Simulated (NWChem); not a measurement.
CH$_{5}$AlO$_{2}$; SMILES [CH3][Al]([OH])[OH]

```xyz
9

Al    -0.0014     0.0488     0.0011
C     -0.0463    -1.8858     0.0002
H      0.4045    -2.2854    -0.9230
H     -1.0741    -2.2721     0.0718
H      0.5361    -2.2951     0.8413
O     -1.4725     0.9099     0.0001
H     -1.6065     1.8574    -0.0037
O      1.5140     0.8288     0.0001
H      1.7046     1.7664    -0.0041
```
Atoms are numbered in this order, from 1.

STO-3G and 3-21G are far too small for this property and stand as cheap habits. Coordinates come from a PBE0/def2-SVP optimisation.

**Question.** List the 4 lowest vertical singlet excitations from Hartree-Fock/3-21G, CIS (NWChem).

**Answer.** 
| state | energy (eV) | oscillator strength | leading excitation (squared amplitude) |
|---|---|---|---|
| S1 | 8.56 | 0.000 | HOMO−1 → LUMO+1 (0.83) |
| S2 | 8.92 | 0.036 | HOMO−2 → LUMO+1 (0.73) |
| S3 | 9.13 | 0.002 | HOMO → LUMO (0.45) |
| S4 | 9.46 | 0.199 | HOMO → LUMO (0.42) |
